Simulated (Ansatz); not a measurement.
Stepwise reaction of `F[SiH2]N[SiH](F)F` with water, as a gas-phase model of exchange steps in deposition or etching. ΔE in kJ/mol.

Computed with Ansatz on PBE0-D4/def2-TZVP structures; ΔE is electronic, products minus reactants. CBS: MP2 limit from def2 TZ/QZ plus the TZ coupled-cluster correction, frozen cores. This one scheme is used for every species. DFT in def2-TZVPP. B3LYP here is the variant with VWN-RPA as its local correlation; programs differ in this. Each species was taken in one conformer, which may not be the lowest.

```tsv
step	reaction	PBE-D4	B3LYP-D4	ωB97M-V	CCSD(T)/CBS
1	`F[SiH2]N[SiH](F)F` + H₂O → `O[SiH](F)N[SiH2]F` + H–F	40.3	42.8	42.5	41.7
2	`O[SiH](F)N[SiH2]F` + H₂O → `O[SiH](O)N[SiH2]F` + H–F	39.5	41.9	41.5	42.7
3	`O[SiH](O)N[SiH2]F` + H₂O → `O[SiH2]N[SiH](O)O` + H–F	38.0	41.5	41.0	41.0
```

Question: By hand: ΔE of the 3 steps together at CCSD(T)/CBS.

Answer: (41.7) + (42.7) + (41.0) = 125.4 kJ/mol, or 41.8 kJ/mol a step.

In ΔE the steps differ by no more than 1.7 kJ/mol. All are uphill at CCSD(T)/CBS. PBE-D4 differs from CCSD(T)/CBS by -3.2 to -1.4 kJ/mol a step. Isolated molecules leave out the surface, adducts and barriers. Largest T1 diagnostic: 0.012.
